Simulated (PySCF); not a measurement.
CF2, SMILES F[C]F (connectivity only; charge and spin as stated), neutral, multiplicity 1.

Geometry optimised at B3LYP-D3(BJ)/def2-TZVP. The isomer is the one that the SMILES or the coordinates give; other isomers of the formula were not compared.

Level of theory: TDDFT-CAM-B3LYP/def2-TZVPD (PySCF).

Vertical excitations. The molecule is in vacuum. State labels are in the subgroup C2v.

Computed lowest excited states:
| state | symmetry | energy (eV) | λ (nm) | f | main pairs |
|---|---|---|---|---|---|
| S1 | B1 | 4.76 | 261 | 0.031 | HOMO→LUMO 101 % |
| S2 | A2 | 8.25 | 150 | 0.000 | HOMO−1→LUMO 99 % |
| S3 | A1 | 8.81 | 141 | 0.006 | HOMO→LUMO+1 97 % |
| S4 | B2 | 9.34 | 133 | 0.043 | HOMO→LUMO+2 77 %, HOMO−2→LUMO 15 % |
| S5 | A1 | 9.80 | 127 | 0.195 | HOMO→LUMO+3 96 % |
| S6 | B1 | 9.83 | 126 | 0.069 | HOMO→LUMO+4 98 % |
| S7 | B2 | 10.15 | 122 | 0.110 | HOMO−2→LUMO 74 %, HOMO→LUMO+2 18 % |
| S8 | B1 | 11.00 | 113 | 0.013 | HOMO−3→LUMO 99 % |
| S9 | B2 | 11.27 | 110 | 0.031 | HOMO→LUMO+5 92 % |
| S10 | A1 | 11.35 | 109 | 0.000 | HOMO→LUMO+6 93 % |
| T1 | B1 | 2.47 | 503 | 0 | HOMO→LUMO 98 % |
| T2 | A2 | 7.97 | 156 | 0 | HOMO−1→LUMO 99 % |
| T3 | A1 | 8.22 | 151 | 0 | HOMO→LUMO+1 89 % |
| T4 | B2 | 8.35 | 149 | 0 | HOMO−2→LUMO 99 % |
Triplets are in the Tamm–Dancoff approximation, which puts them higher than full response would, so one can lie above its singlet here.
